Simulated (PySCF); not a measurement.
Two-dimensional NMR puzzle

Compound of formula C6H6OP2. Correlations simulated from computed shifts and the bond graph:

HSQC (one-bond C–H):
```csv
δH,δC
10.64,166.1
10.32,196.1
9.78,170.4
3.21,30.7
```

HMBC (two and three bonds, from the bond graph):
```csv
δH,δC
10.64,"196.1, 175.3, 170.4"
10.32,"175.3, 166.1"
9.78,"183.2, 166.1, 30.7"
3.21,"183.2, 170.4"
```

Carbons without hydrogens: δ 183.2, 175.3.

How the numbers were obtained: shieldings: GIAO PBE0/pcSseg-1, structure optimised with GFN2-xTB, in PySCF 2.14.0 with density-fitted response routines (single conformer, non-relativistic, rapidly exchanging positions averaged, in vacuum).

References, each an isolated molecule treated in the same way: 1H (σref 31.72), 13C (σref 186.93) vs TMS.

Exchangeable hydrogens are left out of these lists.

Which molecule is this?

Answers

`Cc1cpcc(C=O)p1`.

Atom-mapped SMILES (the numbers label the heavy atoms): `[CH3:1][c:2]1[cH:3][p:4][cH:5][c:6]([CH:7]=[O:8])[p:9]1`. Hydrogens are named by the atom that carries them.

- δC 196.1 is C7, an aldehyde carbonyl carbon (δH 10.32).
- δC 183.2 is C2, a substituted aromatic carbon.
- δC 175.3 is C6, a substituted aromatic carbon.
- δC 170.4 is C3, an aromatic CH (δH 9.78).
- δC 166.1 is C5, an aromatic CH (δH 10.64).
- δC 30.7 is C1, a methyl carbon on an aromatic ring (δH 3.21).
- HMBC from δH 10.64 reaches the proton-free carbon C6.
- HMBC from δH 10.32 reaches the proton-free carbon C6.
- HMBC from δH 9.78 reaches the proton-free carbon C2.
- HMBC from δH 3.21 reaches the proton-free carbon C2.

The data come from this structure; uniqueness wasn't tested.

Shifts are as computed. Against solution values, carbons near 30 ppm lie about +3 ppm off and those near 130 ppm about +5 ppm. Of 1211 compounds with measured shifts, 218 miss one by over three times the rms of a fit or turn the order of signals round; such compounds aren't used in these exercises.
